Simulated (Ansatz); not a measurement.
`BOC([SiH3])Br` and `[SiH3]C(Br)C=S` differ in one atom or group.

Ansatz, PBE0-D4/def2-TZVP geometries, multiplicity 1. Each molecule was computed in one conformer, which needn't be the lowest.

Scalar relativity is left out up to krypton. Spin–orbit coupling is left out; it splits and shifts lone-pair levels of the heavy atoms by tenths of an eV.

| property | `BOC([SiH3])Br` |
| --- | --- |
| HOMO–LUMO gap (B3LYP/def2-TZVPP) / eV | 6.34 |
| HOMO–LUMO gap (ωB97M-V/def2-TZVPP) / eV | 11.01 |
| LUMO energy (PBE0/def2-TZVPP) / eV | -1.08 |
| LUMO energy (B3LYP/def2-TZVPP) / eV | -1.31 |
| HOMO energy (PBE0/def2-TZVPP) / eV | -7.88 |
| LUMO energy (ωB97M-V/def2-TZVPP) / eV | 0.89 |

(1) What does the change do to each property? (Estimate.)

Answers

(1) Ansatz gave: 
```csv
property,`[SiH3]C(Br)C=S`,shift
HOMO–LUMO gap (B3LYP/def2-TZVPP) / eV,3.75,-2.59
HOMO–LUMO gap (ωB97M-V/def2-TZVPP) / eV,8.49,-2.52
LUMO energy (PBE0/def2-TZVPP) / eV,-2.67,-1.59
LUMO energy (B3LYP/def2-TZVPP) / eV,-2.85,-1.54
HOMO energy (PBE0/def2-TZVPP) / eV,-6.85,1.03
LUMO energy (ωB97M-V/def2-TZVPP) / eV,-0.56,-1.45
```

With PBE0 the HOMO rises by 1.03 eV and the LUMO falls by 1.59 eV, so the gap narrows by about 2.62 eV. PBE moves the HOMO by 0.99 eV and ωB97M-V by 1.07 eV. The zero-point energy changes by -24.0 kJ/mol with -3 modes.

Positive LUMOs are unbound, so they and the gaps depend on the basis.

B3LYP here is the variant with VWN-RPA as its local correlation; programs differ in this.
